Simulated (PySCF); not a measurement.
# Substituent effects on chemical shifts

Parent skeleton `[CH2:1]1[SiH2:2][CH2:3][SiH2:4]1`; one hydrogen on atom 1 is replaced by X. Hydrogens on one atom are averaged.

- geometry: GFN2-xTB
- σ from GIAO-PBE0/pcSseg-1
- run in PySCF 2.14
- relativity neglected, averaged over atoms made equivalent by symmetry, fast rotation or ring inversion, isolated molecule, a single conformation

δ = σ(ref) − σ, references computed at the same level: 13C, 29Si, 1H vs TMS.

(1) Order these by the shift of C1, most shielded first.
A. X = propynyl
B. X = N-pyrrolyl
C. X = CCl3
D. X = CHF2
E. X = OiPr

(2) Order these by the shift of H(C1), most shielded first.
A. X = propynyl
B. X = CHF2
C. X = N-pyrrolyl
D. X = CCl3

(3) Order these by the shift of Si2/Si4, most shielded first.
A. X = CHF2
B. X = N-pyrrolyl
C. X = OiPr
D. X = propynyl
E. X = CCl3

Answers

(1) A (6.6 ppm), D (26.2 ppm), B (43.3 ppm), C (56.2 ppm), E (70.7 ppm).

(2) B (1.75 ppm), A (2.28 ppm), D (3.18 ppm), C (4.33 ppm).

(3) A (-37.0 ppm), E (-32.9 ppm), C (-29.2 ppm), D (-23.6 ppm), B (-19.9 ppm).
